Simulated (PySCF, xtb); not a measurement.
C3H7O, SMILES CC(C)[O], multiplicity 2.

Harmonic wavenumbers (cm⁻¹) from GFN2-xTB (xtb 6.7.1) at its own minimum, in rising order: 153, 201, 345, 422, 464, 783, 820, 929, 950, 989, 1079, 1094, 1105, 1285, 1358, 1380, 1459, 1470, 1472, 1482, 2523, 3034, 3038, 3044, 3048, 3053, 3055.

### Question
What does PBE0-D3(BJ)/def2-SVP (PySCF) give at its own minimum? (Estimate from the structure and the level; the computed values follow.)

### Answer
202, 244, 359, 412, 455, 832, 890, 912, 1005, 1045, 1142, 1152, 1199, 1272, 1362, 1383, 1447, 1455, 1463, 1475, 2869, 3058, 3063, 3157, 3160, 3175, 3176. Paired by order, the mean absolute difference is 56 cm⁻¹ and the zero-point energies are 57.2 and 59.1 kcal/mol.
